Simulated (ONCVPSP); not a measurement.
# nitrogen (N), ONCV: configuration errors across variants

ONCVPSP 4.0.1 input, shortened (lines: element, Z, core and valence counts, functional; n l f; lmax; l rc ep ncon nbas qcut; lloc lpopt rc5 dvloc0; l nproj debl; icmod fcfact rcfact), PBE, non-relativistic:

```
  N 7.00    1    2        4      upf
    1    0    2.00
    2    0    2.00
    2    1    3.00
    2
    0    1.10    0.00    4    8    6.50
    1    1.25    0.00    4    7    6.30
    2    1.05    0.15    3    7    9.30
    4    3    0.70    2.00
    0    1    3.40
    1    2    3.60
    2    2    1.20
    2    0.15    0.95
```

All-electron excitation energies from the reference (eV): (1) 2s2 2p2 13.597; (2) 2s2 2p1 42.456; (3) 2s2 2p0 89.540; (4) 2s1 2p4 11.477.

1 further variants failed, have other tests or another functional or relativity, and are left out.

Errors AE − PS in meV (a dash: test not solved or not reliable):

| change | (1) | (2) | (3) | (4) | bound ghosts | GHOST(+) flags above zero |
| --- | --- | --- | --- | --- | --- | --- |
| base | +19 | +170 | +756 | +13 | none | none |
| s: nbas 9 | +19 | +173 | +770 | +13 | none | none |
| s: rc 1.08 | +18 | +168 | +748 | +13 | none | none |
| p: nproj 1 | +15 | +158 | +756 | +13 | none | none |
| d: debl 0.25 | +19 | +170 | +756 | +13 | none | none |
| all radii but the core radius scaled by about 0.84 (s 0.92, p 1.04, d 0.88 bohr); local potential polynomial inside 0.58 bohr (lpopt 3, dvloc0 2 Ha) | +11 | +104 | +495 | +16 | none | none |
| local potential polynomial inside 0.95 bohr (lpopt 1, dvloc0 0 Ha) | +18 | +168 | +751 | +13 | none | none |
| core correction Teter function, fcfact 2.75, rcfact 1 | +17 | +162 | +743 | +13 | none | none |

(1) Give the same row for: s: qcut 7.2; p: qcut 7; d: qcut 10.3.

## Answers

(1) +15, +142, +642, +11; bound ghosts: none; GHOST(+) flags above zero: none.
